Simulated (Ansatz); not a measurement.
Isolated molecules relaxed with PBE0-D4/def2-TZVP in Ansatz; ΔE leaves out vibrations. CBS: MP2 limit from def2 TZ/QZ plus the TZ coupled-cluster correction, frozen cores. This one scheme is used for every species. Functionals use def2-TZVPP. B3LYP here is the variant with VWN-RPA as its local correlation; programs differ in this. For Se outer-core shells are correlated without core-valence functions, which leaves a few kJ/mol of doubt a bond. Scalar relativity is left out up to krypton. Each species was taken in one conformer, which may not be the lowest.

Consider the substitution at a C–Si bond: `BC[SiH3]` + `N=C[SeH]` → `BC/N=C/[SeH]` + SiH₄.

| level | ΔE (kJ/mol) |
| --- | --- |
| PBE0-D4 | 73.2 |
| B3LYP-D4 | 68.4 |

Task: What does CCSD(T)/CBS give? (An estimate is asked.)

Result: Ansatz gave: +74.6 kJ/mol. The listed levels differ from it by -1.4, -6.2 kJ/mol.

Largest T1 diagnostic among the species: 0.012.

In def2-TZVPP, CCSD(T) changes the Hartree–Fock value by +6.7 kJ/mol (the triples alone add +0.1 kJ/mol) and MP2 by +8.6 kJ/mol.
